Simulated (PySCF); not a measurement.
# Diatomics with 58 electrons

PBE0 in PySCF with x2c-SVPall on every atom, spin-free X2C, for the lowest determinant that a PBE0 search found; no spin–orbit coupling. All have 58 electrons, 10 of them in the valence shells, and the same state, a singlet (closed shell). For ions De leads to the atom and ion picked by measured ionisation energies and electron affinities.

```csv
species,difference of nuclear charges,Re (Å),ωe (cm⁻¹),k (mdyn/Å),De (eV),dissociates to,Mayer bond order
InF,40,1.983,581,3.25,5.35,In + F,0.88
TeC,46,1.885,913,5.39,4.68,Te + C,2.60
BI,48,2.127,597,2.13,3.81,B + I,1.48
SnF⁺,41,1.900,705,4.80,4.94,Sn⁺ + F,1.09
```

Question: Which member of the whole set has the stiffest bond, and how does it compare with the softest?

Answer: TeC with k = 5.39 mdyn/Å, 2.5 times that of BI.

Spin–orbit coupling is left out, which matters for elements this heavy, above all for dissociation energies. For an ion De counts to the pair picked by the measured ionisation energies or electron affinities, which need not be the lowest pair at this level.
